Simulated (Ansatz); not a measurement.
`C[S][Al]([CH3])[F]` + H–F → `C[S][Al]([F])[F]` + CH₄ at 400 K and 1 bar (ligand exchange at the Al–C bond).

Gas-phase electronic energies from Ansatz, PBE0-D4/def2-TZVP geometries. CBS: MP2 limit from def2 TZ/QZ plus the TZ coupled-cluster correction, frozen cores. This one scheme is used for every species. Each species was taken in one conformer, which may not be the lowest.

```json
{"species": "`C[S][Al]([CH3])[F]`", "CCSD(T)/CBS energy (Eh)": "-819.43373", "H − E (kJ/mol)": "241.5", "S (J/(mol·K))": "423.7"}
{"species": "H–F", "CCSD(T)/CBS energy (Eh)": "-100.39570", "H − E (kJ/mol)": "36.5", "S (J/(mol·K))": "182.2"}
{"species": "`C[S][Al]([F])[F]`", "CCSD(T)/CBS energy (Eh)": "-879.43566", "H − E (kJ/mol)": "149.4", "S (J/(mol·K))": "392.1"}
{"species": "CH₄", "CCSD(T)/CBS energy (Eh)": "-40.46206", "H − E (kJ/mol)": "131.3", "S (J/(mol·K))": "197.2"}
```

H − E and S are ideal-gas, rigid-rotor, harmonic terms from PBE0-D4/def2-TZVP, for one conformer and one mirror image of each species. 1 Eh = 2625.50 kJ/mol, R = 8.31446 J/(mol·K).

Task: By hand: ΔE, ΔH, ΔS and ΔG.

Result: ΔE = (-879.43566) + (-40.46206) − (-819.43373) − (-100.39570) = -0.06829 Eh = -179.3 kJ/mol. Δ(H − E) = 149.4 + 131.3 − 241.5 − 36.5 = 2.7, so ΔH = -176.6 kJ/mol. ΔS = 392.1 + 197.2 − 423.7 − 182.2 = -16.6 J/(mol·K). ΔG = -176.6 − 400 × (-16.6)/1000 = -170.0 kJ/mol.

Task: By hand: the equilibrium constant, and the temperature at which ΔG would vanish if ΔH and ΔS stayed fixed.

Result: log₁₀ K = −ΔG/(RT ln 10) = 22.2. ΔG = 0 at ΔH/ΔS = 10639 K, far beyond where these terms or the molecules hold.

ΔH outweighs TΔS. A doubt of 5 kJ/mol in ΔE shifts log₁₀ K by 0.7 here. Other conformers and mirror images would add mixing entropy, several J/(mol·K) or more a flexible species. Modes under 60 cm⁻¹, often nearly free rotors, make the harmonic entropy too high. These are equilibria of isolated gas molecules and say nothing of rates. Largest T1 diagnostic: 0.012 (customary marks: 0.02 for closed shells, 0.045 for open ones).
